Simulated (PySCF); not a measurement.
Al(Cl)(H)(OSiH3) (AlClH₄OSi), SMILES [SiH3][O][AlH][Cl].

Geometry optimised at B3LYP-D3(BJ)/def2-SVP. Other conformers were not sampled.

The numbers are results of PySCF with ωB97X/def2-TZVP, not measurements.

The molecule is in vacuum.

```json
{
 "total_energy": "-1069.95048 hartree",
 "point_group": "Cs",
 "highest_occupied_level": "-11.30 eV",
 "lowest_empty_level": "0.95 eV",
 "orbital_gap": "12.25 eV",
 "dipole_moment": "1.06 D",
 "quadrupole, principal values (traceless, Buckingham form, about the centre of nuclear charge)": "-5.70, 0.08, 5.62 D·Å",
 "mean_static_polarisability": "62.6 bohr³ (9.28 Å³)",
 "polarisability_principal_values": "53.5, 62.8, 71.5 bohr³"
}
```
